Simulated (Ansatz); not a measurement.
Born–Oppenheimer molecular dynamics of C₂H₃AlSi (7 atoms, charge 0, multiplicity 1). It starts at the highest image of a converged band. Of that band: The profile has 2 maxima (images 2, 5) with wells between them (image 4): this band takes more than one step, which may be the mechanism or a detour left from its start path. Neighbouring images differ by up to 2.0 eV, so the band resolves the path poorly. A vibrational analysis at the climbing image gives one clearly imaginary mode, 974i cm⁻¹: a first-order saddle point.

Method: UKS revPBE/def2-SVP (Ansatz 0.2.0).

| Quantity | Value |
| --- | --- |
| ensemble | NVE (velocity Verlet) |
| time step | 0.5 fs |
| steps asked | 200 |
| starting velocities drawn for | 100 K |
| seed | 11520 |

First frame:

```xyz
7
Properties=species:S:1:pos:R:3
C -0.856 -0.829 0.434
Si 0.197 -1.894 1.445
Al 1.153 -0.155 -0.206
C -0.846 0.434 0.011
H 1.558 0.001 -1.754
H -1.558 1.193 -0.349
H 0.352 1.251 0.419
```

Task: How far do the bonds stretch over the last three quarters of this one trajectory? (Pairs bonded in most of those frames.)

Result: 
| bond | mean (Å) | spread (Å) | shortest | longest |
| --- | --- | --- | --- | --- |
| C1–Si2 | 1.792 | 0.042 | 1.73 | 1.88 |
| C1–Al3 | 2.211 | 0.034 | 2.15 | 2.26 |
| C1–C4 | 1.321 | 0.016 | 1.28 | 1.34 |
| Si2–Al3 | 2.804 | 0.047 | 2.69 | 2.89 |
| Al3–C4 | 2.097 | 0.094 | 1.95 | 2.22 |
| Al3–H5 | 1.628 | 0.022 | 1.60 | 1.69 |
| Al3–H7 | 1.653 | 0.034 | 1.59 | 1.73 |
| C4–H6 | 1.106 | 0.012 | 1.08 | 1.13 |

Mean temperature of the second half: 1080 K. The conserved energy stayed within 0.061 meV per atom of its start (net change -0.061 meV per atom), so the integration is sound. The kinetic energy rose, since the run started high on the potential surface and went downhill. A run of 0.1 ps of so small a system gives no equilibrium averages. The orbitals were unrestricted but ended closed-shell.

Time of the run: 4.5 min on 2 threads of Intel(R) Xeon(R) Platinum 8488C (Sapphire Rapids), on a shared host, peak memory 0.21 GiB.
